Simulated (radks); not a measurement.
All-electron atom: Mg2.5+ in 1s(up 1, down 0.5) 2s2 2p6 (fractional occupations, a model configuration).

All-electron calculation, scalar-relativistic Kohn-Sham, BLYP, spin-polarised, spherical densities, finite nucleus; Fermi nuclear charge, rms radius 3.057 fm. Program: a radial shooting solver on a logarithmic mesh with Libxc functionals.

Energy parts (eV):
| part | energy |
|---|---|
| total | -4775.903 |
| kinetic | 4780.993 |
| electron-nucleus | -11284.230 |
| Hartree | 2120.332 |
| exchange-correlation | -392.998 |

Orbitals (lengths in bohr, moments of r in powers of bohr; r(max) is where P^2 peaks):
orbital  occ.  eigenvalue (eV)   r(max)  <1/r>    <r^2>
1s up       1        -1356.321  0.08417  11.78  0.02225
1s down   0.5        -1336.434  0.08451  11.72  0.02254
2s up       1        -117.6702   0.5288  2.193   0.5356
2s down     1        -116.8112   0.5316  2.184   0.5412
2p up       3         -85.1837   0.4496  2.099   0.5147
2p down     3         -84.4846   0.4530  2.082   0.5218

The highest occupied level is 2p down at -84.485 eV. The density falls to 0.001 e/bohr^3 at r = 2.10 bohr. Spin moment in Bohr magnetons: 0.5. Summed over all electrons, <r^2> = 4.220 bohr^2, which gives a Langevin (diamagnetic) susceptibility term of -3.34 x 10^-6 cm^3/mol.
